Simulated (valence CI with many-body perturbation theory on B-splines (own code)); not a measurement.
## Ga XVIII: electric-dipole lines

Level of theory: valence CI with perturbative core correlation (CI+MBPT): four valence electrons over a frozen Dirac-Fock core [Ne], radial functions for each j: 11 s, 11 p, 9 d, 7 f, 5 g, 2 h, 1 i, with the one-electron correlation potential Σ1 (screened to all orders), the two-electron term Σ2, the three-electron term Σ3, Breit, model QED; selected single and double excitations, second order for the rest (own B-spline code, finite nucleus).

No measured spectrum was set against this ion. As an estimate, levels of excited configurations hold to 0.05 to 0.15 % of their energy, terms of the ground configuration to about 0.5 %.

Lines 151 to 200 of 215 in falling wavelength, among levels below 140.96 eV, chosen from the strongest by gf and those to the six lowest levels. Wavelengths and rates use the calculated energies, so an error of 300 cm⁻¹ moves a line at 15.65 nm by 0.047 % and its rate by three times that or more. Electric multipoles are in the length gauge, E1 and E2 with the static RPA response of the core. Weak lines are less certain than strong ones. Lines between different terms over intervals too small for the method are left out, as are lines whose strength nearly cancels. Where a level lies close to another of its J and parity, the split of strength between their lines is uncertain. The highest levels of a list are the least certain.

Names give the largest LS component (configuration and term), which can be under half, so a name can repeat, a term be missing and a line seem to break the LS rules; names also repeat where a configuration has a term twice. Letters in brackets count levels of one name in rising energy.

```tsv
λ vac (nm)	Upper	Lower	A (s⁻¹)	S (a.u.)
15.65	3s.3p2.3d 3P_2 [b]	3s.3p3 3P°_2	4.43e+10	4.19e-01
15.65	3s2.3p.3d 1P°_1	3s2.3p2 1S_0	7.67e+10	4.35e-01
15.63	3s.3p2.3d 3D_3 [b]	3s.3p3 3P°_2	1.56e+10	2.05e-01
15.63	3s.3p2.3d 3D_2 [a]	3s.3p3 3D°_1	1.90e+10	1.79e-01
15.61	3s.3p2.3d 1G_4	3s.3p3 3D°_3	5.53e+09	9.35e-02
15.61	3s.3p2.3d 3P_2 [b]	3s.3p3 3P°_1	7.04e+09	6.61e-02
15.57	3s.3p2.3d 3D_1 [a]	3s.3p3 3D°_2	2.47e+10	1.38e-01
15.54	3s.3p2.3d 3D_1 [a]	3s.3p3 3D°_1	2.00e+10	1.11e-01
15.54	3s.3p2.3d 3D_3 [a]	3s.3p3 3D°_2	6.49e+09	8.41e-02
15.45	3s.3p2.3d 1F_3	3s.3p3 3D°_3	5.32e+09	6.79e-02
15.40	3s2.3p.3d 3D°_1	3s2.3p2 3P_1	8.05e+09	4.35e-02
15.37	3s.3p2.3d 3D_1 [c]	3s.3p3 3P°_2	1.76e+10	9.44e-02
15.35	3s2.3p.3d 1D°_2	3s2.3p2 3P_2	2.07e+10	1.85e-01
15.34	3s.3p2.3d 3F_2 [b]	3s.3p3 3D°_3	6.37e+09	5.68e-02
15.33	3s.3p2.3d 3D_1 [c]	3s.3p3 3P°_1	1.23e+10	6.57e-02
15.29	3s.3p2.3d 3D_2 [c]	3s.3p3 3P°_1	8.71e+09	7.69e-02
15.25	3s.3p2.3d 3D_1 [c]	3s.3p3 3P°_0	3.87e+09	2.03e-02
15.21	3s.3p2.3d 5P_3	3s.3p3 5S°_2	6.97e+10	8.48e-01
15.20	3s.3p2.3d 1F_3	3s.3p3 3D°_2	8.06e+09	9.78e-02
15.11	3s2.3p.3d 3P°_1	3s2.3p2 3P_2	2.05e+10	1.05e-01
15.09	3s.3p2.3d 3F_2 [b]	3s.3p3 3D°_2	3.73e+10	3.16e-01
15.09	3s2.3p.3d 3D°_3	3s2.3p2 3P_2	8.22e+10	9.75e-01
15.06	3s.3p2.3d 3F_2 [b]	3s.3p3 3D°_1	1.67e+10	1.41e-01
15.05	3s.3p2.3d 5P_2	3s.3p3 5S°_2	7.40e+10	6.23e-01
15.01	3s.3p2.3d 3F_3 [b]	3s.3p3 3D°_3	2.51e+10	2.94e-01
14.98	3s2.3p.3d 3D°_2	3s2.3p2 3P_2	3.00e+10	2.49e-01
14.95	3s.3p2.3d 5P_1	3s.3p3 5S°_2	7.95e+10	3.93e-01
14.95	3s2.3p.3d 1D°_2	3s2.3p2 3P_1	3.60e+10	2.97e-01
14.84	3s2.3p.3d 3P°_0	3s2.3p2 3P_1	6.78e+10	1.09e-01
14.81	3s2.3p.3d 1F°_3	3s2.3p2 1D_2	8.34e+10	9.35e-01
14.78	3s.3p2.3d 3F_3 [b]	3s.3p3 3D°_2	3.74e+10	4.17e-01
14.76	3s2.3p.3d 3D°_1	3s2.3p2 3P_0	7.56e+10	3.60e-01
14.74	3s.3p2.3d 3P_2 [a]	3s.3p3 5S°_2	4.05e+09	3.19e-02
14.71	3s2.3p.3d 3P°_1	3s2.3p2 3P_1	4.96e+10	2.34e-01
14.70	3s.3p2.3d 3D_1 [b]	3s.3p3 3D°_2	6.40e+09	3.01e-02
14.68	3s.3p2.3d 3D_1 [b]	3s.3p3 3D°_1	1.71e+10	8.02e-02
14.59	3s2.3p.3d 3D°_2	3s2.3p2 3P_1	1.36e+10	1.04e-01
14.58	3s.3p2.3d 1P_1	3s.3p3 3D°_1	6.35e+09	2.92e-02
14.56	3s.3p2.3d 3D_2 [b]	3s.3p3 3D°_2	4.38e+09	3.34e-02
14.54	3s.3p2.3d 3D_2 [b]	3s.3p3 3D°_1	5.01e+09	3.80e-02
14.54	3s.3p2.3d 3F_4 [b]	3s.3p3 3D°_3	7.22e+10	9.86e-01
14.37	3s2.3p.3d 1P°_1	3s2.3p2 1D_2	3.81e+08	1.67e-03
14.28	3s.3p2.3d 3P_1 [a]	3s.3p3 5S°_2	1.19e+09	5.14e-03
14.17	3s.3p2.3d 3D_3 [b]	3s.3p3 3D°_2	4.70e+09	4.63e-02
14.13	3s2.3p.3d 3P°_1	3s2.3p2 3P_0	1.24e+09	5.18e-03
13.90	3s.3p2.3d 3D_2 [c]	3s.3p3 3D°_1	1.25e+10	8.28e-02
13.88	3s.3p2.3d 3G_3	3s.3p3 5S°_2	2.41e+07	2.23e-04
13.80	3s2.3p.3d 1F°_3	3s2.3p2 3P_2	1.25e+10	1.14e-01
13.67	3s.3p2.3d 3D_2 [a]	3s.3p3 5S°_2	8.28e+08	5.22e-03
13.60	3s.3p2.3d 3D_1 [a]	3s.3p3 5S°_2	1.73e+08	6.46e-04
```
